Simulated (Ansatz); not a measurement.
AlBrGeH4Si at its PBE0-D4/def2-TZVP geometry, where that method's forces vanish. The species carries charge 0 and has multiplicity 1. The bonds changed during the relaxation, so this is another structure than the one it started from.

```xyz
8

Br   -2.2167   -0.6512   -0.1942
Si    0.0643   -0.8612   -1.0516
Al   -0.6289    1.3272   -0.3899
Ge    0.9463   -0.0086    0.9896
H    -0.0180   -2.2078   -1.6958
H    -1.3363    2.6727   -0.8110
H     2.4290    0.3573    0.7635
H     0.7603   -0.6286    2.3894
```

(1) What forces (eV/Å) does r2SCAN-D4/def2-TZVPP give on these atoms in Ansatz 0.2.0? (An estimate is asked.)

Results:

(1) The calculation gave: 
```
Br1 -0.086 -0.003  0.009
Si2  0.078  0.034  0.005
Al3  0.011 -0.018 -0.004
Ge4  0.031  0.024 -0.008
H5  -0.008 -0.013  0.004
H6   0.010 -0.014  0.014
H7  -0.051 -0.020  0.012
H8   0.015  0.010 -0.032
```
